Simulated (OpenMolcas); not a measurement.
# Lines of Si: computed and rescaled rates

```yaml
Program: OpenMolcas 26.06
Method: "SS-RASPT2, IPEA 0.25 Eh, imaginary shift 0.1 Eh (closed shells correlated: 2s 2p 3s)"
Basis: ANO-R3 [6s5p4d2f1g]
Scalar_Hamiltonian: X2C, finite nucleus
Active_space: 2 electrons in 9 orbitals (RAS2 3p; RAS3 3d 4s, at most 1 electron)
State_averaging: 2S+1 = 3 even, 3 roots; 2S+1 = 1 even, 6 roots; 2S+1 = 3 odd, 3 roots (0 in the spin-orbit step); 2S+1 = 1 odd, 3 roots (0 in the spin-orbit step)
Spin-orbit_coupling: RASSI with atomic mean-field integrals over the reference wave functions, term energies averaged over their components
```

Rates come from the transition moments of the reference wave functions (E1 and E2 in the length form). At fixed line strength A goes as λ^-3 for E1 and M1 and as λ^-5 for E2, so a rate at the computed wavelength can be rescaled to the measured one. Measured vacuum wavelengths follow from level energies in NIST Handbook of Basic Atomic Spectroscopic Data. Branching counts decays inside the model space alone, at computed energies, and the table is only a selection of the E2 and M1 lines, drawn from those between levels with measured partners whose computed energy lies within a factor of 1.5 of the measured one.

```tsv
Upper	Lower	Type	λ computed (nm)	λ measured (nm)	A computed (s-1)	A rescaled (s-1)	Branching %
3s² 3p² ¹S₀	3s² 3p² ¹D₂	E2	738	1099	7.26e+00	9.91e-01	99.5
3s² 3p² ¹D₂	3s² 3p² ³P₂	M1	1598	1646	2.04e-03		73.1
3s² 3p² ¹D₂	3s² 3p² ³P₁	M1	1566	1607	7.22e-04		25.9
3s² 3p² ³P₂	3s² 3p² ³P₁	M1	78160	68470	2.84e-05	4.22e-05	100.0
3s² 3p² ¹D₂	3s² 3p² ³P₂	E2	1598	1646	2.37e-05		0.9
```

Spin-changing lines and M1 lines between different terms are not rescaled, since their strength hangs on the term gaps too.

The largest correction is for 3s² 3p² ¹S₀ → 3s² 3p² ¹D₂ (E2): 7.26e+00 × (738 / 1099)^5 = 9.91e-01 s-1, a factor of 0.14.

No measured rate stands beside these. Rescaling mends the energy factor alone: line strengths can still be far off where a level mixes with configurations outside the active space, and weak or spin-changing lines hang on small mixing coefficients that depend on the term gaps too, so rescaling need not improve them.

Term energies are means over components that CASPT2 splits; among the terms shown or strongly mixed into the levels shown the widest spread is 96 cm-1 (3s² 3p² ¹D). With the s shell closed, the reference lacks s² → p² mixing. No level of 3s² 3p 4s was computed, though it lies in the active space. Some terms miss by over 15 % even with CASPT2, which points to a basis or an active space too small for the shells correlated. Measured partners are found by configuration, term and J. A level has none where our copy of the source lacks it or the pairing is in doubt (some pairs that miss far off the trend of their configuration count as doubtful). Only configurations of the active space appear.
